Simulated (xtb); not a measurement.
Input for xtb: GFN1-xTB on C2H4OS (a complex), monomers drawn apart or pushed together.

```
$ xtb mol.xyz --gfn 1 --sp --chrg 0 --uhf 0
8

C      0.05611706     0.10762318     0.88784107
O     -0.74108450     0.26186650     0.10879923
C      0.14720306    -0.69415285     4.88883933
S     -1.29724721     0.36909554     4.56832595
H      0.68378407    -0.37093317     5.77812429
H     -0.24597569    -1.69482222     5.06021034
H      0.81127382    -0.71682252     4.02766532
H     -0.62218309     1.51644947     4.39221580
```

The log:

```
[...]
           -------------------------------------------------
          |                Calculation Setup                |
           -------------------------------------------------



molecular fragmentation (1/2 indicates fragments):
11222222
# atoms in fragment 1/2:     2     6
 fragment masses (1/2) :       28.01       48.11
CMA distance (Bohr)    :   8.030
constraining FC (au)   :  0.0500

           -------------------------------------------------
          |                 G F N 1 - x T B                 |
           -------------------------------------------------

        Reference                      10.1021/acs.jctc.7b00118
      * Hamiltonian:
        H0-scaling (s, p, d)           1.850000    2.250000    2.000000
        zeta-weighting                 0.000000
      * Dispersion:
        s8                             2.400000
        a1                             0.630000
        a2                             5.000000
        s9                             0.000000
      * Repulsion:
        kExp                           1.500000
        rExp                           1.000000
      * Coulomb:
        alpha                          2.000000
        third order                    atomic
        anisotropic                    false
      * Halogen bond correction:
        rad-scale                      1.300000
        damping                        0.440000


          ...................................................
          :                      SETUP                      :
          :.................................................:
          :  # basis functions                  30          :
          :  # atomic orbitals                  29          :
          :  # shells                           17          :
          :  # electrons                        24          :
          :  # halogen bonds                     0          :
          :  max. iterations                   250          :
          :  Hamiltonian                  GFN1-xTB          :
          :  restarted?                      false          :
          :  GBSA solvation                  false          :
          :  PC potential                    false          :
          :  electronic temp.          300.0000000     K    :
          :  accuracy                    1.0000000          :
          :  -> integral cutoff          0.2500000E+02      :
          :  -> integral neglect         0.1000000E-07      :
          :  -> SCF convergence          0.1000000E-05 Eh   :
          :  -> wf. convergence          0.2000000E-04 e    :
          :  Broyden damping             0.4000000          :
          :  net charge                          0          :
          :  unpaired electrons                  0          :
          ...................................................

 iter      E             dE          RMSdq      gap      omega  full diag
   1    -14.8221085 -0.148221E+02  0.570E+00    5.02       0.0  T
   2    -14.8315938 -0.948528E-02  0.341E+00    4.82       1.0  T
   3    -14.8306526  0.941185E-03  0.851E-01    3.74       1.0  T
   4    -14.8323948 -0.174221E-02  0.110E-01    3.38       1.0  T
   5    -14.8324345 -0.396721E-04  0.196E-02    3.37       1.8  T
   6    -14.8324366 -0.209076E-05  0.382E-03    3.36       9.3  T
   7    -14.8324366 -0.220995E-07  0.191E-03    3.36      18.5  T
   8    -14.8324366 -0.122765E-07  0.807E-04    3.36      43.8  T
   9    -14.8324366 -0.468067E-08  0.489E-05    3.37     723.4  T
  10    -14.8324366 -0.111076E-10  0.734E-06    3.37    4817.4  T

   *** convergence criteria satisfied after 10 iterations ***

         #    Occupation            Energy/Eh            Energy/eV
      -------------------------------------------------------------
         1        2.0000           -0.8536786             -23.2298
       ...           ...                  ...                  ...
         6        2.0000           -0.6351904             -17.2844
         7        2.0000           -0.5477743             -14.9057
         8        2.0000           -0.5359081             -14.5828
         9        2.0000           -0.5039754             -13.7139
        10        2.0000           -0.4833562             -13.1528
        11        2.0000           -0.4710082             -12.8168
        12        2.0000           -0.3981450             -10.8341 (HOMO)
        13                         -0.2744735              -7.4688 (LUMO)
        14                         -0.2743095              -7.4643
        15                         -0.1868219              -5.0837
        16                         -0.1341502              -3.6504
        17                         -0.1111894              -3.0256
       ...                                ...                  ...
        29                          0.9884333              26.8966
      -------------------------------------------------------------
                  HL-Gap            0.1236715 Eh            3.3653 eV
             Fermi-level           -0.3363092 Eh           -9.1514 eV

 SCC (total)                   0 d,  0 h,  0 min,  0.005 sec
 SCC setup                      ...        0 min,  0.000 sec (  1.439%)
 Dispersion                     ...        0 min,  0.000 sec (  0.605%)
 classical contributions        ...        0 min,  0.000 sec (  0.246%)
 integral evaluation            ...        0 min,  0.001 sec ( 24.911%)
 iterations                     ...        0 min,  0.001 sec ( 28.463%)
 molecular gradient             ...        0 min,  0.002 sec ( 42.481%)
 printout                       ...        0 min,  0.000 sec (  1.733%)

         :::::::::::::::::::::::::::::::::::::::::::::::::::::
         ::                     SUMMARY                     ::
         :::::::::::::::::::::::::::::::::::::::::::::::::::::
         :: total energy             -14.693051676815 Eh    ::
         :: gradient norm              0.011179739330 Eh/a0 ::
         :: HOMO-LUMO gap              3.365273167206 eV    ::
         ::.................................................::
         :: SCC energy               -14.832436593770 Eh    ::
         :: -> electrostatic           0.021665261834 Eh    ::
         :: repulsion energy           0.141414167106 Eh    ::
         :: dispersion energy         -0.002029250151 Eh    ::
         :: halogen bond corr.         0.000000000000 Eh    ::
         :: add. restraining           0.000000000000 Eh    ::
         :: total charge              -0.000000000000 e     ::
         :::::::::::::::::::::::::::::::::::::::::::::::::::::

           -------------------------------------------------
          |                Property Printout                |
           -------------------------------------------------

    * Orbital Energies and Occupations

         #    Occupation            Energy/Eh            Energy/eV
      -------------------------------------------------------------
         1        2.0000           -0.8536786             -23.2298
         2        2.0000           -0.8462626             -23.0280
         3        2.0000           -0.6703165             -18.2402
         4        2.0000           -0.6385183             -17.3750
         5        2.0000           -0.6385063             -17.3746
         6        2.0000           -0.6351904             -17.2844
         7        2.0000           -0.5477743             -14.9057
         8        2.0000           -0.5359081             -14.5828
         9        2.0000           -0.5039754             -13.7139
        10        2.0000           -0.4833562             -13.1528
        11        2.0000           -0.4710082             -12.8168
        12        2.0000           -0.3981450             -10.8341 (HOMO)
Note: The following floating-point exceptions are signalling: IEEE_DENORMAL
normal termination of xtb
        13                         -0.2744735              -7.4688 (LUMO)
        14                         -0.2743095              -7.4643
        15                         -0.1868219              -5.0837
        16                         -0.1341502              -3.6504
        17                         -0.1111894              -3.0256
        18                         -0.0811928              -2.2094
        19                         -0.0725927              -1.9753
        20                         -0.0532050              -1.4478
        21                         -0.0225666              -0.6141
        22                         -0.0157193              -0.4277
        23                         -0.0155426              -0.4229
       ...                                ...                  ...
        29                          0.9884333              26.8966
      -------------------------------------------------------------
                  HL-Gap            0.1236715 Eh            3.3653 eV
             Fermi-level           -0.3363092 Eh           -9.1514 eV

  Mulliken/CM5 charges         n(s)   n(p)   n(d)
     1C     0.28395  0.32881   1.552  2.164  0.000
     2O    -0.28267 -0.32782   1.733  4.550  0.000
     3C    -0.01999 -0.15492   1.007  3.013  0.000
     4S    -0.18272 -0.27238   1.919  4.270 -0.006
     5H     0.02684  0.07921   0.973  0.000  0.000
     6H     0.03723  0.09030   0.963  0.000  0.000
     7H     0.01896  0.07160   0.981  0.000  0.000
     8H     0.11840  0.18519   0.882  0.000  0.000

Wiberg/Mayer (AO) data.
largest (>0.10) Wiberg bond orders for each atom

 ---------------------------------------------------------------------------
     #   Z sym  total        # sym  WBO       # sym  WBO       # sym  WBO
 ---------------------------------------------------------------------------
     1   6 C    2.427 --     2 O    2.423
     2   8 O    2.423 --     1 C    2.423
     3   6 C    3.988 --     4 S    1.004     7 H    0.995     5 H    0.994
                             6 H    0.992
     4  16 S    2.014 --     3 C    1.004     8 H    0.980
     5   1 H    1.012 --     3 C    0.994
     6   1 H    1.008 --     3 C    0.992
     7   1 H    1.016 --     3 C    0.995
     8   1 H    0.993 --     4 S    0.980
 ---------------------------------------------------------------------------

Topologies differ in total number of bonds
Writing topology from bond orders to xtbtopo.mol

 dipole moment from electron density (au)
     X       Y       Z
   0.6768   0.0701   0.1588  total (Debye):    1.776


           -------------------------------------------------
          | TOTAL ENERGY              -14.693051676815 Eh   |
          | GRADIENT NORM               0.011179739330 Eh/α |
          | HOMO-LUMO GAP               3.365273167206 eV   |
           -------------------------------------------------

------------------------------------------------------------------------
------------------------------------------------------------------------
 total:
 SCF:
```

The run finished.

Cost: about 0.020 core-seconds (a rough figure).
